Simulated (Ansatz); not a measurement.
Two members of one family (Series SiClX3), computed with Ansatz in the gas phase. Binding counts from free atoms in the multiplicity of their measured ground term, without zero-point energy. The structures are stationary points that may keep the symmetry of their start.

First: SiCl(OAc)3 (singlet, charge 0, r2SCAN-D4/def2-SVP geometry).

Cartesian coordinates in Å:
```
Si -0.364 0.023 -0.525
Cl -1.516 0.112 -2.189
O -1.138 -0.728 0.751
C -2.301 -0.257 1.301
C -2.781 -1.151 2.401
O -2.825 0.754 0.915
H -3.728 -0.775 2.806
H -2.020 -1.199 3.195
H -2.904 -2.176 2.017
O 0.083 1.536 0.027
C 0.816 2.418 -0.723
C 1.016 3.710 0.005
O 1.221 2.139 -1.820
H 1.587 4.408 -0.618
H 1.548 3.520 0.951
H 0.038 4.139 0.272
O 1.056 -0.822 -0.771
C 1.088 -2.135 -1.160
C 2.494 -2.608 -1.353
O 0.084 -2.780 -1.307
H 2.497 -3.647 -1.703
H 3.042 -2.527 -0.401
H 3.010 -1.954 -2.073
```

```
              level  HOMO (eV)  LUMO (eV)  gap (eV)  binding per atom (eV)
   PBE-D4/def2-TZVP      -6.62      -1.55      5.07                   4.82
r2SCAN-D4/def2-TZVP      -6.98      -1.28      5.70                   4.69
     B3LYP-D4/6-31G      -8.09      -0.82      7.26                   4.28
   PBE0-D4/def2-SVP      -8.22      -0.31      7.92                   4.72
  PBE0-D4/def2-TZVP      -8.30      -0.41      7.89                   4.68
```

Second: SiClEt3 (singlet, charge 0, r2SCAN-D4/def2-SVP geometry).

Cartesian coordinates in Å:
```
Si -0.201 -0.052 -0.025
Cl -2.228 -0.585 -0.259
C -0.074 1.784 -0.405
C -0.894 2.694 0.515
H -0.380 1.929 -1.456
H 0.999 2.055 -0.368
H -0.816 3.752 0.217
H -1.960 2.418 0.493
H -0.557 2.623 1.562
C 0.781 -1.092 -1.246
C 0.405 -0.891 -2.716
H 0.654 -2.152 -0.962
H 1.853 -0.867 -1.082
H 0.986 -1.554 -3.380
H -0.662 -1.105 -2.884
H 0.588 0.144 -3.047
C 0.260 -0.436 1.757
C 0.107 -1.904 2.163
H -0.359 0.207 2.408
H 1.304 -0.096 1.908
H 0.352 -2.060 3.227
H -0.927 -2.250 2.005
H 0.768 -2.562 1.576
```

Task: Estimate how these quantities change from the first to the second (second minus first).

Result: 
```json
{"level": "PBE-D4/def2-TZVP", "Δ HOMO (eV)": "-0.02", "Δ LUMO (eV)": "1.65", "Δ gap (eV)": "1.66", "Δ binding per atom (eV)": "-0.74"}
{"level": "r2SCAN-D4/def2-TZVP", "Δ HOMO (eV)": "0.06", "Δ LUMO (eV)": "1.97", "Δ gap (eV)": "1.91", "Δ binding per atom (eV)": "-0.66"}
{"level": "B3LYP-D4/6-31G", "Δ HOMO (eV)": "0.43", "Δ LUMO (eV)": "1.98", "Δ gap (eV)": "1.55", "Δ binding per atom (eV)": "-0.36"}
{"level": "PBE0-D4/def2-SVP", "Δ HOMO (eV)": "0.35", "Δ LUMO (eV)": "1.79", "Δ gap (eV)": "1.44", "Δ binding per atom (eV)": "-0.65"}
{"level": "PBE0-D4/def2-TZVP", "Δ HOMO (eV)": "0.38", "Δ LUMO (eV)": "1.31", "Δ gap (eV)": "0.92", "Δ binding per atom (eV)": "-0.63"}
```
